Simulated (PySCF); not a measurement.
# As²⁹⁺ (arsenic, charge +29): Hartree-Fock from Schrödinger to Dirac-Coulomb-Breit

Occupied: 1s1/2, 2s1/2. Hartree-Fock calculated with PySCF 2.14 in an uncontracted even-tempered set (19 s from 3.3 bohr⁻², ratio 2.3; 14 p from 4 bohr⁻², ratio 2.3), Gaussian nucleus throughout. NR is non-relativistic, sf-X2C the spin-free one-electron X2C Hamiltonian, X2C adds the bare one-electron spin-orbit term, X2C-SNSO screens it by Boettger's factors, DC is four-component Dirac-Coulomb, and the Gaunt and Breit terms are added at first order (total energies over the DC spinors, levels after relaxing the spinors in that mean field). QED terms are absent. Levels marked empty are virtual spinors of this ion.

```
Hamiltonian  E (hartree)
         NR   -1310.2046
     sf-X2C   -1330.0545
        X2C   -1330.0545
   X2C-SNSO   -1330.0545
         DC   -1330.3328
   DC+Gaunt   -1329.7560
   DC+Breit   -1329.7669
```

| level (eV) | NR | sf-X2C | X2C | X2C-SNSO | DC | DC+Gaunt | DC+Breit |
| --- | --- | --- | --- | --- | --- | --- | --- |
| 1s1/2 | -13918.5 | -14112.2 | -14112.2 | -14112.2 | -14118.9 | -14105.1 | -14105.3 |
| 2s1/2 | -3224.5 | -3281.3 | -3281.3 | -3281.3 | -3281.9 | -3280.4 | -3280.6 |
| 2p1/2 (empty) | -3042.7 | -3063.2 | -3094.4 | -3092.4 | -3092.9 | -3090.2 | -3090.6 |
| 2p3/2 (empty) | -3042.7 | -3063.2 | -3048.3 | -3049.2 | -3049.3 | -3047.7 | -3048.1 |
| 3s1/2 (empty) | -1340.6 | -1359.0 | -1359.0 | -1359.0 | -1359.2 | -1358.8 | -1358.8 |

Task: How large are the two-electron picture-change error of X2C and the Breit correction in the total energy?

Result: X2C-1e lies 0.2784 hartree above Dirac-Coulomb; Gaunt adds 0.5769 and the full Breit term 0.5659 hartree.

```json
{"interval (eV)": "2p3/2 − 2p1/2", "X2C": "46.06", "X2C-SNSO": "43.22", "DC": "43.60", "DC+Gaunt": "42.48", "DC+Breit": "42.48"}
```

Weight of the small component: 1s1/2 0.0144, 2s1/2 0.00329, 2p1/2 0.00321, 2p3/2 0.00316, 3s1/2 0.00134.

Koopmans' value for the highest occupied level at DC+Breit: 3280.6 eV, against an ionisation energy of 3287 ± 3 eV (semi-empirical (NIST evaluation); NIST Atomic Spectra Database, ionization energies); the former lacks relaxation, correlation, QED and recoil.

The whole ladder took 48 s of wall time on 1 thread of Intel(R) Xeon(R) 6975P-C (shared host), launched as `OMP_NUM_THREADS=1 python relrun2.py TASK.json OUT` (a driver that calls PySCF for each Hamiltonian).
